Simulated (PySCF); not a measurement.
# Working out the ionisation energy of Rh+

Rh+ [Kr] 4d8 (3F) → Rh(2+) [Kr] 4d7 (4F). All numbers are calculated (PySCF 2.14, scalar relativity through the core potential, in aug-cc-pwCVDZ-PP with ECP28MDF (6s6p5d3f, 70 functions)). Frozen: nothing. Energies in hartree (1 hartree = 27.21139 eV):

| part | Rh+ (lower) | Rh(2+) (upper) |
| --- | --- | --- |
| UHF | -109.156528 | -108.564455 |
| MP2 opposite-spin | -0.326533 | -0.285124 |
| MP2 same-spin | -0.151051 | -0.131747 |

What does Hartree-Fock give?

(-108.564455) − (-109.156528) = 0.592073 hartree = 16.111 eV.

What do MP2 and SCS-MP2 (6/5 opposite-spin, 1/3 same-spin) give?

The opposite-spin parts differ by 1.127 eV and the same-spin parts by 0.525 eV. MP2: 16.111 + (1.127) + (0.525) = 17.763 eV. SCS-MP2: 16.111 + 1.2 × (1.127) + (0.525)/3 = 17.638 eV.

Reference: 18.08 eV (semi-empirical (NIST evaluation); NIST Atomic Spectra Database, ionization energies), between the lowest levels; spin-orbit coupling is absent from the calculation.

A double-zeta basis recovers only part of the correlation energy.

What remains against the reference includes basis incompleteness and correlation beyond second order.
